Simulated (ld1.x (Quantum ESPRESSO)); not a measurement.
PBEsol ultrasoft dataset for bromine (Br), scalar-relativistic all-electron reference.

ld1.x (Quantum ESPRESSO) 7.5 input, shortened:

```
&input
   title='Br', zed=35., rel=1, dft='PBESOL', iswitch=3,
   config='[Ar] 3d10 4s2 4p5'
 /
 &inputp
   pseudotype=3, tm=.true., lloc=-1, rcloc=1.20,
   nlcc=.false.
 /
4
4S  1  0   2.00   0.00  1.15  1.60  0.0
4S  1  0   0.00  -1.15  1.15  1.60  0.0
4P  2  1   5.00   0.00  1.45  1.60  0.0
4P  2  1   0.00  -0.05  1.45  1.60  0.0
 &test
   configts(1)='4s2 4p5'
 /
```

All-electron outer shells of the reference configuration (PBEsol, scalar-relativistic, ld1.x):

| shell | level (eV) | outermost node (bohr) | outermost maximum (bohr) |
| --- | --- | --- | --- |
| 3p | -173.26 | 0.21 | 0.48 |
| 3d | -66.71 | – | 0.43 |
| 4s | -20.13 | 0.67 | 1.41 |
| 4p | -7.85 | 0.70 | 1.66 |

Estimate the cutoffs (Ry, on a coarse ladder) from which the occupation-weighted sum of valence levels, in a spherical-Bessel basis at the reference potential, stays within 10 and 1 mRy of its value at 400 Ry.

15 Ry and 35 Ry.

Does the potential have ghost states?

No extra level below or beside the all-electron valence levels (s, p, d, f tested).

Is the overlap operator S = 1 + Σ q|β⟩⟨β| positive definite (Bessel basis up to 400 Ry)?

Yes: its lowest eigenvalue is 0.32 (s channel).

Tests: 4s2 4p4; 4s2 4p3; 4s2 4p2; 4s2 4p5.3; 4s1 4p6; 4s2 4p4.5; 4s1 4p5. Which has the largest error in its energy relative to the reference configuration, and how large is it?

4s2 4p2, with -31 meV (all-electron minus pseudo) on +69.33 eV.
